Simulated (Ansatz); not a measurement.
Harmonic vibrations of Na6 by finite differences.

```yaml
crystal:
  periodic: [false, false, false]
  atoms:
    - {symbol: Na, position_ang: [3.523956, -0.303106, 1.717364]}
    - {symbol: Na, position_ang: [1.561762, -0.970683, -0.985908]}
    - {symbol: Na, position_ang: [0.312800, 0.813006, 1.899348]}
    - {symbol: Na, position_ang: [-2.946578, 1.833470, 1.864042]}
    - {symbol: Na, position_ang: [-0.579298, -1.533651, -3.577857]}
    - {symbol: Na, position_ang: [-1.872652, 0.160963, -0.916981]}
basis:
  gaussian: {orbitals: def2-SVP}
hamiltonian: {xc: {name: B3LYP}}
scf: {omitted_lower_state_checks: [starts]}
phonons: {temperatures: {t_min: 298.15, t_max: 900, t_step: 200}}
```

```sh
$ ansatz run in.yaml --threads 4 --pin off --events-out ev --progress --plain --max-ram 3916MiB
```

It prints (some lines left out):

```
Functional definition: B3LYP
mean field -26490.42145449 eV, -973.5050325999 hartree, gradient 1.0e-5 eV, S^2 0.000000; 0 other end points of the search recorded, 0 dependent functions left out
mean field -26490.42143389 eV, -973.5050318429 hartree, gradient 2.5e-6 eV, S^2 0.000000; 0 other end points of the search recorded, 0 dependent functions left out
mean field -26490.42147067 eV, -973.5050331944 hartree, gradient 2.5e-6 eV, S^2 0.000000; 0 other end points of the search recorded, 0 dependent functions left out
mean field -26490.42145545 eV, -973.5050326351 hartree, gradient 2.5e-6 eV, S^2 0.000000; 0 other end points of the search recorded, 0 dependent functions left out
mean field -26490.42145289 eV, -973.5050325411 hartree, gradient 2.5e-6 eV, S^2 0.000000; 0 other end points of the search recorded, 0 dependent functions left out
mean field -26490.42144297 eV, -973.5050321766 hartree, gradient 1.7e-6 eV, S^2 0.000000; 0 other end points of the search recorded, 0 dependent functions left out
mean field -26490.42146380 eV, -973.5050329421 hartree, gradient 1.6e-6 eV, S^2 0.000000; 0 other end points of the search recorded, 0 dependent functions left out
mean field -26490.42146019 eV, -973.5050328095 hartree, gradient 2.8e-6 eV, S^2 0.000000; 0 other end points of the search recorded, 0 dependent functions left out
mean field -26490.42144460 eV, -973.5050322366 hartree, gradient 2.8e-6 eV, S^2 0.000000; 0 other end points of the search recorded, 0 dependent functions left out
mean field -26490.42144671 eV, -973.5050323140 hartree, gradient 1.3e-6 eV, S^2 0.000000; 0 other end points of the search recorded, 0 dependent functions left out
mean field -26490.42146107 eV, -973.5050328418 hartree, gradient 1.3e-6 eV, S^2 0.000000; 0 other end points of the search recorded, 0 dependent functions left out
mean field -26490.42144308 eV, -973.5050321806 hartree, gradient 2.9e-6 eV, S^2 0.000000; 0 other end points of the search recorded, 0 dependent functions left out
mean field -26490.42146105 eV, -973.5050328412 hartree, gradient 2.9e-6 eV, S^2 0.000000; 0 other end points of the search recorded, 0 dependent functions left out
mean field -26490.42143590 eV, -973.5050319169 hartree, gradient 6.1e-7 eV, S^2 0.000000; 0 other end points of the search recorded, 0 dependent functions left out
mean field -26490.42146692 eV, -973.5050330567 hartree, gradient 6.1e-7 eV, S^2 0.000000; 0 other end points of the search recorded, 0 dependent functions left out
mean field -26490.42146249 eV, -973.5050328939 hartree, gradient 1.5e-6 eV, S^2 0.000000; 0 other end points of the search recorded, 0 dependent functions left out
mean field -26490.42144504 eV, -973.5050322528 hartree, gradient 1.5e-6 eV, S^2 0.000000; 0 other end points of the search recorded, 0 dependent functions left out
mean field -26490.42146203 eV, -973.5050328769 hartree, gradient 1.9e-6 eV, S^2 0.000000; 0 other end points of the search recorded, 0 dependent functions left out
mean field -26490.42144438 eV, -973.5050322283 hartree, gradient 1.9e-6 eV, S^2 0.000000; 0 other end points of the search recorded, 0 dependent functions left out
mean field -26490.42148717 eV, -973.5050338010 hartree, gradient 2.2e-6 eV, S^2 0.000000; 0 other end points of the search recorded, 0 dependent functions left out
mean field -26490.42141826 eV, -973.5050312686 hartree, gradient 2.2e-6 eV, S^2 0.000000; 0 other end points of the search recorded, 0 dependent functions left out
mean field -26490.42143166 eV, -973.5050317610 hartree, gradient 1.4e-6 eV, S^2 0.000000; 0 other end points of the search recorded, 0 dependent functions left out
mean field -26490.42147598 eV, -973.5050333898 hartree, gradient 1.4e-6 eV, S^2 0.000000; 0 other end points of the search recorded, 0 dependent functions left out
mean field -26490.42142878 eV, -973.5050316553 hartree, gradient 1.7e-6 eV, S^2 0.000000; 0 other end points of the search recorded, 0 dependent functions left out
mean field -26490.42147792 eV, -973.5050334608 hartree, gradient 1.7e-6 eV, S^2 0.000000; 0 other end points of the search recorded, 0 dependent functions left out
mean field -26490.42145716 eV, -973.5050326982 hartree, gradient 1.4e-6 eV, S^2 0.000000; 0 other end points of the search recorded, 0 dependent functions left out
mean field -26490.42145002 eV, -973.5050324356 hartree, gradient 1.4e-6 eV, S^2 0.000000; 0 other end points of the search recorded, 0 dependent functions left out
mean field -26490.42146635 eV, -973.5050330359 hartree, gradient 1.3e-6 eV, S^2 0.000000; 0 other end points of the search recorded, 0 dependent functions left out
mean field -26490.42144149 eV, -973.5050321223 hartree, gradient 1.3e-6 eV, S^2 0.000000; 0 other end points of the search recorded, 0 dependent functions left out
mean field -26490.42147945 eV, -973.5050335171 hartree, gradient 2.5e-6 eV, S^2 0.000000; 0 other end points of the search recorded, 0 dependent functions left out
mean field -26490.42142522 eV, -973.5050315244 hartree, gradient 2.5e-6 eV, S^2 0.000000; 0 other end points of the search recorded, 0 dependent functions left out
mean field -26490.42144093 eV, -973.5050321015 hartree, gradient 2.3e-6 eV, S^2 0.000000; 0 other end points of the search recorded, 0 dependent functions left out
mean field -26490.42146478 eV, -973.5050329781 hartree, gradient 2.4e-6 eV, S^2 0.000000; 0 other end points of the search recorded, 0 dependent functions left out
mean field -26490.42146041 eV, -973.5050328176 hartree, gradient 1.7e-6 eV, S^2 0.000000; 0 other end points of the search recorded, 0 dependent functions left out
mean field -26490.42144659 eV, -973.5050323097 hartree, gradient 1.7e-6 eV, S^2 0.000000; 0 other end points of the search recorded, 0 dependent functions left out
mean field -26490.42146008 eV, -973.5050328054 hartree, gradient 2.9e-6 eV, S^2 0.000000; 0 other end points of the search recorded, 0 dependent functions left out
mean field -26490.42144402 eV, -973.5050322150 hartree, gradient 2.9e-6 eV, S^2 0.000000; 0 other end points of the search recorded, 0 dependent functions left out
Total energy: -26490.42172331 eV, -973.5050424787 hartree
Atom 0 at     3.523956    -0.303106     1.717364 Å, force    -0.007356     0.000512    -0.004166 eV/Å
Atom 1 at     1.561762    -0.970683    -0.985908 Å, force     0.003117    -0.002872    -0.003595 eV/Å
Atom 2 at     0.312800     0.813006     1.899348 Å, force    -0.006203     0.003489     0.003530 eV/Å
Atom 3 at    -2.946578     1.833470     1.864042 Å, force     0.013783    -0.008865    -0.009827 eV/Å
Atom 4 at    -0.579298    -1.533651    -3.577857 Å, force     0.001429     0.004972     0.010845 eV/Å
Atom 5 at    -1.872652     0.160963    -0.916981 Å, force    -0.004770     0.002764     0.003213 eV/Å
Dipole moment:     0.002006    -0.001718    -0.001241 e Å
Vibrations: 34.02 34.10 36.71 60.69 61.22 76.01 76.20 98.49 102.06 104.91 149.49 150.34 cm⁻¹, zero-point energy 0.061016 eV
Checks for a lower state left out: starts
```

Run time 39 s (4 threads of Arm Neoverse V2 on a shared host).

The restricted singlet is unstable towards broken spin symmetry in Hartree–Fock (as tested in another run); at B3LYP/def2-SVP this wasn't settled. The structure comes from a short search, and lower isomers may exist.
